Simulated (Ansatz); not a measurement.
A run for Ansatz (a first-principles code): R-RI-MP2/cc-pV(Q+d)Z on H4O3Si (SMILES O[SiH](O)O), a point of a torsion scan. Files ending in .json are basis or fitting sets from the Basis Set Exchange.

Ansatz 0.2 input:
```yaml
crystal:
  periodic: [false, false, false]
  atoms:
    - {symbol: O, position_ang: [1.42495346, 0.42808902, -0.41541679]}
    - {symbol: Si, position_ang: [0.06397851, -0.01602506, 0.34886948]}
    - {symbol: O, position_ang: [0.47289207, -0.73470587, 1.74562399]}
    - {symbol: O, position_ang: [-0.82138278, 1.30310068, 0.68412231]}
    - {symbol: H, position_ang: [2.21451178, -0.08686424, -0.28383183]}
    - {symbol: H, position_ang: [-0.69780312, -0.93041821, -0.49013463]}
    - {symbol: H, position_ang: [-0.17148079, -0.78239673, 2.44430680]}
    - {symbol: H, position_ang: [-0.88390684, 1.99552653, 0.03437350]}
basis:
  gaussian:
    orbitals: cc-pV_Q+d_Z.json
    fitting: {mean_field: def2-universal-JKFIT, correlation: cc-pVQZ-RIFIT.json}
magnetization: {spin_polarized: false}
correlation: {method: mp2, electrons: outside_noble_gas}
scf: {lower_state_search: off}
```

Program output:

```
WARN ansatz: RAYON_NUM_THREADS=1 ignored (pool sized by the plan → 1); use --threads N
Functional definition: HF
these checks for a lower state are left out or cut short: stability, starts, cluster_reference, orbital_swaps, neighbouring_geometries, increment
integrals: 0.44 GiB planned
431 factors; integrals over basis functions are off by at most 5.6e0 eV
mean field: 0.70 GiB planned
mean field evaluation 1: about -14040.1437 eV, gradient 5.6e1 eV
mean field evaluation 2: about -14043.5599 eV, gradient 3.5e1 eV
mean field evaluation 4: about -14045.3156 eV, gradient 4.4e-1 eV
mean field -14045.31629709 eV, -516.1558536606 hartree, gradient 1.8e-6 eV, S^2 0.000000; 0 other end points of the search recorded, 0 dependent functions left out
8 core orbitals not correlated
774 factors; their error is unknown
reference -14045.31629709 eV, -516.1558536606 hartree; 13, 13 occupied and 328, 328 virtual orbitals, 774 factors
second order -24.81365803 eV of doubles, -0.00000000 eV of singles
Total energy: -14070.12995512 eV, -517.0677387739 hartree
Checks for a lower state left out: stability, starts, cluster_reference, orbital_swaps, neighbouring_geometries, increment
```

The calculation finished and met its thresholds.

Cost: very roughly 4 core-seconds.
